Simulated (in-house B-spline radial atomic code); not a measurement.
The numbers below are computed, except where a source is named.
## Li in an electron gas of r_s = 1.5: phase shifts, screening and friction

A nucleus sits in a uniform electron gas with a rigid positive background. The Kohn-Sham equations are solved self-consistently in the spin-unpolarised LDA (PW92), non-relativistic, on B-splines with outgoing waves at the boundary and partial waves to l = 8. The model has no lattice, no bands and no magnetic solution. Atomic units; δ_l are the phase shifts at the Fermi level, counted so that each bound state adds π, and good to about 0.0005.

The density parameter is r_s = 1.5 bohr.

| l | δ_l (rad) |
| --- | --- |
| 0 | 2.3376 |
| 1 | 0.5303 |
| 2 | 0.1042 |
| 3 | 0.0246 |
| 4 | 0.0066 |
| 5 | 0.0017 |
| 6 | 0.0005 |
| 7 | 0.0001 |
| 8 | 0.0000 |

Bound levels below the band bottom (hartree): s -1.28.

(1) Check the Friedel sum rule, and say where the screening charge sits.

(2) Find the transport cross section and the electronic stopping of a 1 keV Li ion (mass 6.94 u).

Answers

(1) k_F = (9π/4)^(1/3)/r_s = 1.27944. The rule is Z = (2/π) Σ (2l + 1) δ_l. The terms are s 1.488, p 1.013, d 0.332, f 0.110 and 0.055 beyond, in all 2.997 against Z = 3. Bound states hold 2 s, 0 p, 0 d electrons, so the scattering states carry 1.00 in all; where a term is smaller than its bound count, the bound level has drawn weight out of the band.

(2) σ_tr = (4π/k_F²) Σ (l + 1) sin²(δ_l − δ_(l+1)). The terms for l = 0 to 3 are 0.9451, 0.3417, 0.0190, 0.0013, all together 1.3072, so σ_tr = 7.677 × 1.3072 = 10.035 bohr². With n = 3/(4π r_s³) = 0.07074, the friction coefficient is Q = n k_F σ_tr = 0.9082. For v well below v_F = 1.279, dE/dx = Q v; with 24801 eV per u at v = 1, v = √(1000/(24801 × 6.94)) = 0.0762, so dE/dx = 0.06922 hartree/bohr = 35.6 eV/nm. The largest term couples the s and p waves.
